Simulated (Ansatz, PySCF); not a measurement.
The pair A = HF (SMILES F) (first 2 atoms), B = H4OSi (SMILES O[SiH3]); geometry from B3LYP-D3(BJ)/def2-TZVP.
(charge 0, multiplicity 1):
```csv
atom,x (Å),y (Å),z (Å)
F,1.0115,-1.0279,0.1895
H,0.8410,-0.8343,1.0964
O,0.5100,-0.4730,2.7155
Si,-0.6932,0.5501,3.2630
H,1.0628,-0.9301,3.3551
H,-1.6641,-0.1980,4.0922
H,-1.3297,1.0743,2.0433
H,-0.1070,1.6423,4.0714
```

Rows in 6-31G* carry no dispersion term and start afresh at each structure (6-31G* with six Cartesian d functions). MP2/6-31G* freezes PySCF's default core.

The values were computed with Ansatz (a program for electronic structure) with Gaussian orbitals; PySCF for 6-31G* rows. Each number belongs to the level named beside it.

Total energies (hartree), monomers frozen at their geometry in the pair:

```
structure                 HF/6-31G*  B3LYP/def2-TZVPPD    MP2/6-31G*
---------------------  ------------  -----------------  ------------
AB                     -466.1452975       -467.7353637  -466.5876536
A in the pair's basis  -100.0028549       -100.4948491  -100.1838704
B in the pair's basis  -366.1303331       -367.2276191  -366.3917994
A                      -100.0017491       -100.4947936  -100.1820906
B                      -366.1295421       -367.2275600  -366.3898982
```

**Question.** Work out the interaction energy without and with the counterpoise correction, and the superposition error, for each level.

**Answer.** 
E(AB) − E(A) − E(B), times 627.509 kcal/mol, with the monomers in their own basis and then in the pair's basis:
- HF/6-31G*: -8.79 uncorrected, -7.60 corrected; the monomers gain 1.19 kcal/mol from borrowed functions
- B3LYP/def2-TZVPPD: -8.16 uncorrected, -8.09 corrected; the monomers gain 0.07 kcal/mol from borrowed functions
- MP2/6-31G*: -9.83 uncorrected, -7.52 corrected; the monomers gain 2.31 kcal/mol from borrowed functions
